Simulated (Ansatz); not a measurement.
Species: BCl, charge 1, doublet. BCl+ (parent SMILES [B]Cl, doublet).
B3LYP-D3(BJ)/def2-TZVP minimum from Ansatz (a first-principles code):
```
B
Cl 1 1.6002
```
Charge +1, spin multiplicity 2.

Total energies in aug-cc-pV(D+d)Z, 9 correlated electrons, 6 frozen orbitals. Open shells are spin-unrestricted; no spin-orbit coupling. Correlated methods leave the cores frozen. No relativity.

```
method    program  energy (Eh)  minus CCSDTQ (mEh)
--------  -------  -----------  ------------------
HF         Ansatz   -483.81703              211.92
MP2        Ansatz   -484.00033               28.62
CCSD       Ansatz   -484.01871               10.24
CCSD(T)    Ansatz   -484.02743                1.52
CCSDT(Q)   Ansatz   -484.02902               -0.07
CCSDTQ     Ansatz   -484.02895                0.00
```

Rough core times of Ansatz's runs on a shared machine: CCSD(T) under 20 s, CCSDT(Q) 60 s, CCSDTQ 50 min.
